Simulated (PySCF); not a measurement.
Numbering as in the mapped SMILES `[CH3:1][N:2]=[P@@:3]1([CH3:4])[CH2:5][CH2:6][C@@H:7]1[CH3:8]` (H(Xn): hydrogen on atom n). Ha(C5), Ha(C6) are cis to C8 on the ring; Hb(C5), Hb(C6) are trans to C8 on the ring.

One computed conformer, no relativistic terms, isolated molecule, equivalent nuclei averaged. Geometry: GFN2-xTB; shieldings: GIAO PBE0/pcSseg-1; PySCF 2.14.

References, each an isolated molecule treated in the same way: ¹³C (σ = 186.93 ppm) vs TMS.

Do the ¹³C shifts follow the atomic charges (in e)? Tabulate both.

Results:


```csv
atoms,hybridisation,δ (ppm),σ para (ppm),Hirshfeld,IAO,Mulliken,ESP-fitted
C7,sp3,55.7,-128,-0.07,-0.35,-0.55,+0.10
C5,sp3,36.6,-109,-0.12,-0.50,-0.38,-0.49
C1,sp3,35.0,-91,-0.09,-0.29,-0.09,+0.06
C6,sp3,20.6,-87,-0.08,-0.27,-0.16,-0.05
C8,sp3,18.2,-77,-0.12,-0.42,-0.18,-0.49
C4,sp3,9.4,-80,-0.16,-0.68,-0.47,-0.64
```

Correlation coefficients of δ with charge over these carbons: Hirshfeld +0.70, IAO +0.45, Mulliken -0.32, ESP-fitted +0.66; with the paramagnetic shielding -0.93. With so few points these coefficients are fragile. Charge is one influence among several: hybridisation and low-lying excitations act through the paramagnetic term.

Shifts are as computed. Against solution values, carbons near 30 ppm lie about +3 ppm off and those near 130 ppm about +5 ppm. Of 1211 compounds with measured shifts, 218 miss one by over three times the rms of a fit or turn the order of signals round; such compounds aren't used in these exercises.
